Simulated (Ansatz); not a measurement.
Ligand exchange: GaH2Br + CH2ClF → GaH2Cl + CH2BrF

Gas-phase species: GaH2Br `[GaH2][Br]`, singlet; CH2ClF (chlorofluoromethane) `FCCl`, singlet; GaH2Cl `[Cl][GaH2]`, singlet; CH2BrF (bromofluoromethane) `FCBr`, singlet. The partners trade Br for Cl: Ga–Br and C–Cl bonds give way to Ga–Cl and C–Br.

Shapes, held fixed at every level: PBE0-D4/def2-TZVP. Programs: Ansatz 0.2.0. The zero-point and thermal change to 298 K, harmonic and unscaled (PBE0-D4/def2-TZVP), is -0.7 kJ/mol.

Task: Estimate ΔH(298 K) of this reaction.

Result: The highest level, CCSD(T)/def2-TZVPP, gives ΔH(298 K) = +6.0 kJ/mol; the levels span +6.0 to +8.7. The column of differences is taken from that level and isn't an error. No measured value is set beside it here. Relativity is left out for Br, Ga. Outer-core shells of Br, Ga are correlated, in sets that cover them unevenly. Times are processor times on shared x86 and Arm servers, and rough.

```
                level                   kind  ΔH(298 K) (kJ/mol)  less CCSD(T)/def2-TZVPP  CPU time (sum over the molecules)
     SPW92/def2-TZVPP                    LDA                +8.4                     +2.4                              4.7 s
    PBE-D4/def2-TZVPP                    GGA                +6.4                     +0.4                              8.5 s
 r2SCAN-D4/def2-TZVPP               meta-GGA                +6.5                     +0.5                               16 s
  BHLYP-D4/def2-TZVPP          global hybrid                +8.7                     +2.7                              9.1 s
r2SCAN0-D4/def2-TZVPP          global hybrid                +8.7                     +2.7                               16 s
      CCSD/def2-TZVPP  coupled cluster or CI                +6.6                     +0.6                                  –
   CCSD(T)/def2-TZVPP  coupled cluster or CI                +6.0                      0.0                                  –
```
